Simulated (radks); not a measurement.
Question: Neutral sulfur, 16 electrons, occupied as [Ne] 3s2 3p4 (the NIST ground configuration). Method: scalar-relativistic Kohn-Sham, PBEsol, spin-polarised, spherical densities, finite nucleus; open shells are filled with parallel spins first; Fermi nuclear charge, rms radius 3.2611 fm; computed with a radial shooting solver on a logarithmic mesh with Libxc functionals. Some entries of the table are withheld. Estimate them.

| orbital | occ. | eigenvalue (hartree) | <r> (bohr) | r(max) (bohr) |
|---|---|---|---|---|
| 1s up | 1 | -88.25982 | 0.09699 | 0.06337 |
| 1s down | 1 | -88.24994 | 0.09698 | 0.06336 |
| 2s up | 1 | -7.76122 | (1) | 0.3887 |
| 2s down | 1 | -7.75146 | (2) | 0.3888 |
| 2p up | 3 | -5.74457 | 0.4430 | 0.3258 |
| 2p down | 3 | -5.73116 | 0.4428 | 0.3260 |
| 3s up | 1 | -0.65883 | 1.691 | 1.411 |
| 3s down | 1 | -0.59094 | 1.704 | 1.411 |
| 3p up | 3 | -0.28099 | 2.043 | (3) |
| 3p down | 1 | -0.21920 | 2.116 | (4) |

Answer: 
(1) 2s up <r> (bohr): 0.4798
(2) 2s down <r> (bohr): 0.4796
(3) 3p up r(max) (bohr): 1.601
(4) 3p down r(max) (bohr): 1.613
